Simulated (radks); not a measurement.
Ionisation of neutral selenium, [Ar] 3d10 4s2 4p4, to [Ar] 3d10 4s2 4p3 as the strength of local exchange is varied. All-electron calculation, scalar-relativistic Kohn-Sham, Slater X-alpha exchange (alpha = 2/3 is LDA exchange), no correlation, spin-polarised, spherical densities, finite nucleus; open shells are filled with parallel spins first; Fermi nuclear charge, rms radius 4.14 fm. Program: a radial shooting solver on a logarithmic mesh with Libxc functionals.

| alpha | E(Se) (hartree) | exchange (hartree) | IE (eV) | -e of the level emptied (eV) | <r> of it (bohr) |
|---|---|---|---|---|---|
| 0.567 | -2411.57791 | -68.96795 | 7.516 | 3.802 (4p) | 2.459 |
| 0.568 | -2411.69968 | -69.09308 | 7.524 | 3.809 (4p) | 2.458 |
| 0.667 | -2423.78484 | -81.54130 | 8.247 | 4.480 (4p) | 2.387 |
| 0.668 | -2423.90722 | -81.66765 | 8.255 | 4.487 (4p) | 2.386 |
| 1.019 | -2467.24119 | -126.76689 | 11.126 | 7.247 (4p) | 2.174 |
| x | -2455.19031 | -114.15419 | 10.287 | 6.428 (4p) | 2.227 |

Which alpha was used in the last row?

Answer. alpha = 0.922. NIST Atomic Spectra Database: 9.752 eV (measured). The Delta-SCF value meets it near alpha = 0.86. Open shells are spherical and high-spin; term and fine-structure splittings are not resolved.
